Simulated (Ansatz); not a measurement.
`CCOC(F)F` + `CCCC(C)(C)C` → `CCCCCC(C)(C)C` + `OC(F)F`  (formal exchange of groups at a C–O bond)

Isolated molecules relaxed with PBE0-D4/def2-TZVP in Ansatz; ΔE leaves out vibrations. CBS: MP2 limit from def2 TZ/QZ plus the TZ coupled-cluster correction, frozen cores. DFT in def2-TZVPP. One conformer a species, not always the lowest.

```json
{"level": "PBE0-D4", "ΔE (kcal/mol)": "-8.6", "difference from CCSD(T)/CBS": "0.4"}
{"level": "B2PLYP", "ΔE (kcal/mol)": "-6.8", "difference from CCSD(T)/CBS": "2.2"}
{"level": "SCS-MP2/def2-TZVPP", "ΔE (kcal/mol)": "-8.7", "difference from CCSD(T)/CBS": "0.3"}
{"level": "CCSD/def2-TZVPP", "ΔE (kcal/mol)": "-8.4", "difference from CCSD(T)/CBS": "0.6"}
{"level": "CCSD(T)/def2-TZVPP", "ΔE (kcal/mol)": "-8.8", "difference from CCSD(T)/CBS": "0.2"}
{"level": "HF/def2-QZVPP", "ΔE (kcal/mol)": "-4.1", "difference from CCSD(T)/CBS": "4.9"}
{"level": "MP2/def2-QZVPP", "ΔE (kcal/mol)": "-10.3", "difference from CCSD(T)/CBS": "-1.3"}
{"level": "SCS-MP2/def2-QZVPP", "ΔE (kcal/mol)": "-8.7", "difference from CCSD(T)/CBS": "0.3"}
{"level": "MP2/CBS(def2)", "ΔE (kcal/mol)": "-10.4", "difference from CCSD(T)/CBS": "-1.4"}
{"level": "CCSD/CBS(def2)", "ΔE (kcal/mol)": "-8.6", "difference from CCSD(T)/CBS": "0.4"}
{"level": "CCSD(T)/CBS", "ΔE (kcal/mol)": "-9.0", "difference from CCSD(T)/CBS": "0"}
```

Largest T1 diagnostic among the species: 0.012.

The D4 term adds −2.1 kcal/mol with B3LYP and −1.3 kcal/mol with PBE0; it sums over pairs of atoms, weighted by their polarisabilities, and B3LYP, whose exchange is more repulsive, gets the larger term. In def2-TZVPP, CCSD(T) changes the Hartree–Fock value by −4.6 kcal/mol (the triples alone add −0.4 kcal/mol) and MP2 by −6.0 kcal/mol.

B3LYP here is the variant with VWN-RPA as its local correlation; programs differ in this.
